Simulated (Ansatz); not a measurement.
One change: `C[NH][Ga]([F])[F]` becomes `[F][Ga]([F])[SH]`.

Ansatz, PBE0-D4/def2-TZVP geometries, multiplicity 1. Each molecule was computed in one conformer, which needn't be the lowest.

Scalar relativity is left out up to krypton.

```
                                        property  `C[NH][Ga]([F])[F]`
size of the dipole moment (B3LYP/def2-TZVPP) / D                 3.42
             HOMO–LUMO gap (PBE/def2-TZVPP) / eV                 4.06
           HOMO–LUMO gap (B3LYP/def2-TZVPP) / eV                 5.83
              LUMO energy (PBE0/def2-TZVPP) / eV                -1.05
             HOMO energy (B3LYP/def2-TZVPP) / eV                -7.26
             LUMO energy (B3LYP/def2-TZVPP) / eV                -1.44
```

Problem. Give the same properties after the change, and the shifts. (Estimate.)

Solution. Ansatz gave: 
| property | `[F][Ga]([F])[SH]` | shift |
| --- | --- | --- |
| size of the dipole moment (B3LYP/def2-TZVPP) / D | 2.30 | -1.12 |
| HOMO–LUMO gap (PBE/def2-TZVPP) / eV | 4.72 | 0.66 |
| HOMO–LUMO gap (B3LYP/def2-TZVPP) / eV | 6.34 | 0.51 |
| LUMO energy (PBE0/def2-TZVPP) / eV | -1.66 | -0.61 |
| HOMO energy (B3LYP/def2-TZVPP) / eV | -8.37 | -1.11 |
| LUMO energy (B3LYP/def2-TZVPP) / eV | -2.03 | -0.59 |

With PBE0 the HOMO falls by 1.15 eV and the LUMO falls by 0.61 eV, so the gap widens by about 0.54 eV. PBE moves the HOMO by -1.25 eV and ωB97M-V by -1.00 eV. The zero-point energy changes by -117.2 kJ/mol with -12 modes. Dipoles are sizes alone; their direction can turn.

B3LYP here is the variant with VWN-RPA as its local correlation; programs differ in this.
